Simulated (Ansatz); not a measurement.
C7H8, charge +1, doublet, at a GFN2-xTB geometry (a state made from the parent by changing its charge; the spin is typed, not shown lowest). Base run: CAM-B3LYP/6-31G run with Ansatz (a first-principles code).

Geometry (Å):
```xyz
15

C     -2.3671    -0.0820     0.0610
C     -0.9099    -0.0405    -0.0515
C     -0.1453    -1.2260     0.1149
C      1.2220    -1.1581     0.2101
C      1.8672     0.0754     0.0305
C      1.1306     1.2588    -0.1348
C     -0.2371     1.1968    -0.2309
H     -2.7963     0.8714     0.3667
H     -2.7184    -0.8981     0.6932
H     -2.7700    -0.2935    -0.9424
H     -0.6538    -2.1753     0.2002
H      1.8034    -2.0521     0.3785
H      2.9453     0.1037    -0.0569
H      1.6426     2.2048    -0.2273
H     -0.8149     2.0923    -0.4075
```
Charge +1, spin multiplicity 2.
Orbitals are unrestricted.
All else is at Ansatz's defaults.

The base run was repeated with changes; each row names its change, and settings that it needs were set with it.

```csv
change,E (Eh),SCF-reference <S^2>,core-seconds (rough)
base,-271.01875,0.768,6
functional = revpbe,-271.12278,0.755,6
functional = wB97M-V,-271.05978,0.766,30
functional = wB97X,-271.10994,0.772,10
functional = PBE-QIDH,-270.60625,0.800,8
functional = SVWN5,-268.65473,0.752,2
functional = wB97X-V,-271.10587,0.770,20
functional = r2scan,-271.02026,0.765,7
functional = hf,-269.36894,0.926,6
functional = pbe0,-270.85846,0.764,7
functional = b3lyp5,-271.01201,0.760,5
functional = PBE0-DH,-270.78309,0.780,6
functional = B2GP-PLYP,-270.66307,0.792,9
```

Total energies compare only within one method and basis.
